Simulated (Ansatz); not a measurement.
Program: Ansatz 0.2.0.

A structure relaxed at PBE0-D4/def2-TZVP, charge 0, multiplicity 1:

| atom | x (Å) | y (Å) | z (Å) |
| --- | --- | --- | --- |
| C1 | -1.206 | 1.612 | -0.202 |
| N2 | -1.379 | 0.254 | -0.721 |
| In3 | 0.417 | -1.231 | -0.134 |
| C4 | 0.190 | -1.055 | 2.022 |
| C5 | 2.000 | -0.104 | -1.112 |
| H6 | -0.272 | 2.022 | -0.588 |
| H7 | -1.128 | 1.569 | 0.884 |
| H8 | -2.026 | 2.283 | -0.472 |
| H9 | -1.448 | 0.261 | -1.732 |
| H10 | -2.238 | -0.157 | -0.374 |
| H11 | -0.247 | -2.630 | -0.943 |
| H12 | 0.794 | -1.811 | 2.530 |
| H13 | -0.848 | -1.210 | 2.326 |
| H14 | 0.516 | -0.076 | 2.382 |
| H15 | 2.222 | 0.823 | -0.578 |
| H16 | 2.919 | -0.693 | -1.146 |
| H17 | 1.734 | 0.144 | -2.143 |

Q: Give its formula and SMILES.

A: C3H12InN, `C[NH2+][InH-]([CH3])[CH3]`.

Q: Point group (tolerance 0.08 Å, 0.16 Å for H)?

A: Cs.

Q: Summarise the bond lengths by kind.

A: 1 × C–N 1.464 Å; 9 × C–H 1.090 to 1.094 Å; 1 × In–N 2.403 Å; 2 × H–N 1.014 Å; 2 × C–In 2.176 Å; 1 × H–In 1.747 Å.
